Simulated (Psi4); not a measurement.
Job for Psi4: SAPT0/jun-cc-pV(D+d)Z on Cl2FH (a complex).

```
memory 2025 MB

molecule dimer {
0 1
F     0.45494098    0.38365637    0.11229930
H     0.33875157   -0.06119823    0.92007403
--
0 1
Cl   -0.36555834    0.49030713    4.01704265
Cl    0.04587924   -1.16416521    2.94616492
units angstrom
symmetry c1
no_reorient
no_com
}

set {
  basis jun-cc-pV(D+d)Z
  scf_type df
  freeze_core true
}

energy('sapt0')
```

Program output:

```
[...]
==> Input File <==

--------------------------------------------------------------------------
memory 2025 MB

molecule dimer {
0 1
F     0.45494098    0.38365637    0.11229930
H     0.33875157   -0.06119823    0.92007403
--
0 1
Cl   -0.36555834    0.49030713    4.01704265
Cl    0.04587924   -1.16416521    2.94616492
units angstrom
symmetry c1
no_reorient
no_com
}

set {
  basis jun-cc-pV(D+d)Z
  scf_type df
  freeze_core true
}

energy('sapt0')
--------------------------------------------------------------------------


   => Loading Basis Set <=

    Name: JUN-CC-PV(D+D)Z
    Role: ORBITAL
    Keyword: BASIS
    atoms 1   entry F          line   290 file jun-cc-pv_dpd_z.gbs
    atoms 2   entry H          line    60 file jun-cc-pv_dpd_z.gbs
    atoms 3-4 entry CL         line   764 file jun-cc-pv_dpd_z.gbs

   => Loading Basis Set <=

    Name: JUN-CC-PV(D+D)Z
    Role: ORBITAL
    Keyword: BASIS
    atoms 1   entry F          line   290 file jun-cc-pv_dpd_z.gbs
    atoms 2   entry H          line    60 file jun-cc-pv_dpd_z.gbs
    atoms 3-4 entry CL         line   764 file jun-cc-pv_dpd_z.gbs


  //>>>>>>>>>>>>>>>>>>>>>>>>>>>>>>>>>>>//
  //              Dimer HF             //
  //<<<<<<<<<<<<<<<<<<<<<<<<<<<<<<<<<<<//

   => Libint2 <=

    Primary   basis highest AM E, G, H:  7, 6, 3
    Auxiliary basis highest AM E, G, H:  7, 7, 4
    Onebody   basis highest AM E, G, H:  -, -, -
    Solid Harmonics ordering:            Gaussian


   => Loading Basis Set <=

    Name: JUN-CC-PV(D+D)Z
    Role: ORBITAL
    Keyword: BASIS
    atoms 1   entry F          line   290 file jun-cc-pv_dpd_z.gbs
    atoms 2   entry H          line    60 file jun-cc-pv_dpd_z.gbs
    atoms 3-4 entry CL         line   764 file jun-cc-pv_dpd_z.gbs


         ---------------------------------------------------------
                                   SCF
               by Justin Turney, Rob Parrish, Andy Simmonett
                          and Daniel G. A. Smith
                              RHF Reference
                        1 Threads,   1931 MiB Core
         ---------------------------------------------------------

  ==> Geometry <==

    Molecular point group: c1
    Full point group: C1

    Geometry (in Angstrom), charge = 0, multiplicity = 1:

       Center              X                  Y                   Z               Mass
    ------------   -----------------  -----------------  -----------------  -----------------
         F            0.454940980000     0.383656370000     0.112299300000    18.998403162730
         H            0.338751570000    -0.061198230000     0.920074030000     1.007825032230
         CL          -0.365558340000     0.490307130000     4.017042650000    34.968852682000
         CL           0.045879240000    -1.164165210000     2.946164920000    34.968852682000

  Running in c1 symmetry.

  Rotational constants: A =      0.27212  B =      0.01916  C =      0.01811 [cm^-1]
  Rotational constants: A =   8158.09580  B =    574.52519  C =    542.84111 [MHz]
  Nuclear repulsion =  132.904237988638044

  Charge       = 0
  Multiplicity = 1
  Electrons    = 44
  Nalpha       = 22
  Nbeta        = 22

  ==> Algorithm <==

  SCF Algorithm Type is DF.
  DIIS enabled.
  MOM disabled.
  Fractional occupation disabled.
  Guess Type is SAD.
  Energy threshold   = 1.00e-08
  Density threshold  = 1.00e-08
  Integral threshold = 1.00e-12

  ==> Primary Basis <==

  Basis Set: JUN-CC-PV(D+D)Z
    Blend: JUN-CC-PV(D+D)Z
    Number of shells: 33
    Number of basis functions: 77
    Number of Cartesian functions: 82
    Spherical Harmonics?: true
    Max angular momentum: 2

   => Loading Basis Set <=

    Name: (JUN-CC-PV(D+D)Z AUX)
    Role: JKFIT
    Keyword: DF_BASIS_SCF
    atoms 1   entry F          line   314 file jun-cc-pvdz-jkfit.gbs
    atoms 2   entry H          line    70 file jun-cc-pvdz-jkfit.gbs
    atoms 3-4 entry CL         line   746 file jun-cc-pvdz-jkfit.gbs

  ==> Integral Setup <==

  DFHelper Memory: AOs need 0.016 GiB; user supplied 1.414 GiB.
  SCF_SUBTYPE=INCORE selected. In-core MEM_DF algorithm will be used.
  Using in-core AOs.

  ==> MemDFJK: Density-Fitted J/K Matrices <==

    J tasked:                   Yes
    K tasked:                   Yes
    wK tasked:                   No
    OpenMP threads:               1
    Algorithm:                 Core
    Schwarz Cutoff:           1E-12
    Mask sparsity (%):       3.9130
    Fitting Condition:        1E-10

   => Auxiliary Basis Set <=

  Basis Set: (JUN-CC-PV(D+D)Z AUX)
    Blend: JUN-CC-PVDZ-JKFIT
    Number of shells: 114
    Number of basis functions: 344
    Number of Cartesian functions: 396
    Spherical Harmonics?: true
    Max angular momentum: 3

  Minimum eigenvalue in the overlap matrix is 6.0331906212E-03.
  Reciprocal condition number of the overlap matrix is 1.2933122800E-03.
    Using symmetric orthogonalization.

  ==> Pre-Iterations <==

  SCF Guess: Superposition of Atomic Densities via on-the-fly atomic UHF (n
[...]
n by Irrep:
              A
    DOCC [    17 ]
    NA   [    17 ]
    NB   [    17 ]

  @DF-RHF Final Energy:  -918.96787607209603

   => Energetics <=

    Nuclear Repulsion Energy =             75.9613241855886656
    One-Electron Energy =               -1420.9526532462662090
    Two-Electron Energy =                 426.0234529885815959
    Total Energy =                       -918.9678760720960327

Computation Completed


Properties will be evaluated at   0.000000,   0.000000,   0.000000 [a0]

Properties computed using the SCF density matrix


 Multipole Moments:

 ------------------------------------------------------------------------------------
     Multipole            Electronic (a.u.)      Nuclear  (a.u.)        Total (a.u.)
 ------------------------------------------------------------------------------------

 L = 1.  Multiply by 2.5417464519 to convert [e a0] to [Debye]
 Dipole X            :         10.2708925          -10.2698011            0.0010914
 Dipole Y            :         21.6520109          -21.6479227            0.0040882
 Dipole Z            :       -223.7029782          223.6954395           -0.0075388
 Magnitude           :                                                    0.0086451

 ------------------------------------------------------------------------------------

  Constructing Basis Sets for SAPT...

   => Loading Basis Set <=

    Name: (JUN-CC-PV(D+D)Z AUX)
    Role: RIFIT
    Keyword: DF_BASIS_SAPT
    atoms 1   entry F          line   232 file jun-cc-pvdz-ri.gbs
    atoms 2   entry H          line    30 file jun-cc-pvdz-ri.gbs
    atoms 3-4 entry CL         line   544 file jun-cc-pvdz-ri.gbs

   => Loading Basis Set <=

    Name: (JUN-CC-PV(D+D)Z AUX)
    Role: JKFIT
    Keyword: DF_BASIS_ELST
    atoms 1   entry F          line   314 file jun-cc-pvdz-jkfit.gbs
    atoms 2   entry H          line    70 file jun-cc-pvdz-jkfit.gbs
    atoms 3-4 entry CL         line   746 file jun-cc-pvdz-jkfit.gbs


  //>>>>>>>>>>>>>>>>>>>>>>>>>>>>>>>>>>>//
  //               SAPT0               //
  //<<<<<<<<<<<<<<<<<<<<<<<<<<<<<<<<<<<//



        SAPT0
    Ed Hohenstein
     6 June 2009

      Orbital Information
  --------------------------
    NSO        =        77
    NMO        =        77
    NRI        =       249
    NRI (Elst) =       344
    NOCC A     =         5
    NOCC B     =        17
    FOCC A     =         1
    FOCC B     =        10
    NVIR A     =        72
    NVIR B     =        60

    Elst10,r            =    -0.002720527489 [Eh]
    Exch10              =     0.006135822483 [Eh]
    Exch10 (S^2)        =     0.006109661753 [Eh]

    Maxiter = 50
    CPHF R converge = 1.000000E-08

    Iter     Energy [mEh]          dE [mEh]         Residual      Time [s]
       1      -0.47797826       0.477978264     2.608242e-03             0
       2      -0.55242795       0.074449686     5.538759e-04             0
       3      -0.55377185       0.001343899     1.665341e-04             0
       4      -0.55234424      -0.001427606     3.528441e-05             0
       5      -0.55255622       0.000211975     4.384994e-06             0
       6      -0.55254896      -0.000007256     7.382989e-07             0
       7      -0.55254746      -0.000001500     1.907757e-07             0
       8      -0.55254805       0.000000589     3.552399e-08             0
       9      -0.55254795      -0.000000103     5.906179e-09             0

    CHF Iterations converged

    Maxiter = 50
    CPHF R converge = 1.000000E-08

    Iter     Energy [mEh]          dE [mEh]         Residual      Time [s]
       1      -2.85457436       2.854574362     1.186752e-02             0
       2      -3.35417471       0.499600345     5.267842e-03             0
       3      -3.55174141       0.197566702     1.031482e-03             0
       4      -3.54298129      -0.008760117     4.211948e-04             0
       5      -3.53443045      -0.008550841     8.725694e-05             0
       6      -3.53601227       0.001581822     3.733223e-05             0
       7      -3.53611854       0.000106270     1.580973e-05             0
       8      -3.53593179      -0.000186754     6.372914e-06             0
       9      -3.53595374       0.000021949     2.779200e-06             0
      10      -3.53597416       0.000020425     3.529060e-07             0
      11      -3.53597018      -0.000003982     1.052702e-07             0
      12      -3.53597101       0.000000831     2.330042e-08             0
      13      -3.53597091      -0.000000102     6.225373e-09             0

    CHF Iterations converged

    Ind20,r (A<-B)      =    -0.000552547948 [Eh]
    Ind20,r (B<-A)      =    -0.003535970911 [Eh]
    Ind20,r             =    -0.004088518859 [Eh]
    Exch-Ind20,r (A<-B) =     0.000532555000 [Eh]
    Exch-Ind20,r (B<-A) =     0.001492030034 [Eh]
    Exch-Ind20,r        =     0.002024585033 [Eh]
    Disp20              =    -0.001856940452 [Eh]
    Disp20 (SS)         =    -0.000928470226 [Eh]
    Disp20 (OS)         =    -0.000928470226 [Eh]
    Exch-Disp20         =     0.000239133435 [Eh]
    Exch-Disp20 (SS)    =     0.000135521232 [Eh]
    Exch-Disp20 (OS)    =     0.000103612203 [Eh]

    SAPT Results
  --------------------------------------------------------------------------------------------------------
    Electrostatics                 -2.72052749 [mEh]      -1.70715677 [kcal/mol]      -7.14274394 [kJ/mol]
      Elst10,r                     -2.72052749 [mEh]      -1.70715677 [kcal/mol]      -7.14274394 [kJ/mol]

    Exchange                        6.13582248 [mEh]       3.85028674 [kcal/mol]      16.10959971 [kJ/mol]
      Exch10                        6.13582248 [mEh]       3.85028674 [kcal/mol]      16.10959971 [kJ/mol]
      Exch10(S^2)                   6.10966175 [mEh]       3.83387063 [kcal/mol]      16.04091472 [kJ/mol]

    Induction                      -2.94169127 [mEh]      -1.84593914 [kcal/mol]      -7.72340937 [kJ/mol]
      Ind20,r                      -4.08851886 [mEh]      -2.56558432 [kcal/mol]     -10.73440478 [kJ/mol]
      Exch-Ind20,r                  2.02458503 [mEh]       1.27044629 [kcal/mol]       5.31554727 [kJ/mol]
      delta HF,r (2)               -0.87775744 [mEh]      -0.55080111 [kcal/mol]      -2.30455185 [kJ/mol]

    Dispersion                     -1.61780702 [mEh]      -1.01518923 [kcal/mol]      -4.24755174 [kJ/mol]
      Disp20                       -1.85694045 [mEh]      -1.16524773 [kcal/mol]      -4.87539649 [kJ/mol]
      Exch-Disp20                   0.23913344 [mEh]       0.15005850 [kcal/mol]       0.62784475 [kJ/mol]
      Disp20 (SS)                  -0.92847023 [mEh]      -0.58262386 [kcal/mol]      -2.43769824 [kJ/mol]
      Disp20 (OS)                  -0.92847023 [mEh]      -0.58262386 [kcal/mol]      -2.43769824 [kJ/mol]
      Exch-Disp20 (SS)              0.13552123 [mEh]       0.08504086 [kcal/mol]       0.35581095 [kJ/mol]
      Exch-Disp20 (OS)              0.10361220 [mEh]       0.06501764 [kcal/mol]       0.27203380 [kJ/mol]

  Total HF                          0.47360372 [mEh]       0.29719082 [kcal/mol]       1.24344641 [kJ/mol]
  Total SAPT0                      -1.14420329 [mEh]      -0.71799841 [kcal/mol]      -3.00410533 [kJ/mol]

  Special recipe for scaled SAPT0 (see Manual):
    Electrostatics sSAPT0          -2.72052749 [mEh]      -1.70715677 [kcal/mol]      -7.14274394 [kJ/mol]
    Exchange sSAPT0                 6.13582248 [mEh]       3.85028674 [kcal/mol]      16.10959971 [kJ/mol]
    Induction sSAPT0               -2.91557277 [mEh]      -1.82954953 [kcal/mol]      -7.65483525 [kJ/mol]
    Dispersion sSAPT0              -1.61472204 [mEh]      -1.01325337 [kcal/mol]      -4.23945212 [kJ/mol]
  Total sSAPT0                     -1.11499981 [mEh]      -0.69967294 [kcal/mol]      -2.92743160 [kJ/mol]
  --------------------------------------------------------------------------------------------------------



*** Psi4 exiting successfully. Buy a developer a beer!
```

The run finished.

Cost: very roughly 7 core-seconds.
